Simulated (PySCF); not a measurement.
A structure optimised at B3LYP-D3(BJ)/def2-TZVP, used in a PySCF frequency run:

```
O
C 1 1.4073
H 2 1.0935 1 109.88
H 2 1.0935 3 108.07 1 -119.88
H 2 1.0962 3 108.27 4 -117.06
Al 1 1.6892 2 134.97 3 120.61
H 6 1.5710 1 116.28 2 180.00
H 6 1.5794 7 124.84 1 180.00
```
Charge 0, spin multiplicity 1.

Q: Write its SMILES, formula and point group.

A: C[O][AlH2], CH5AlO, Cs

Q: What are its rotational constants (standard atomic weights)?

A: 46.731, 5.2623, 4.8738 GHz
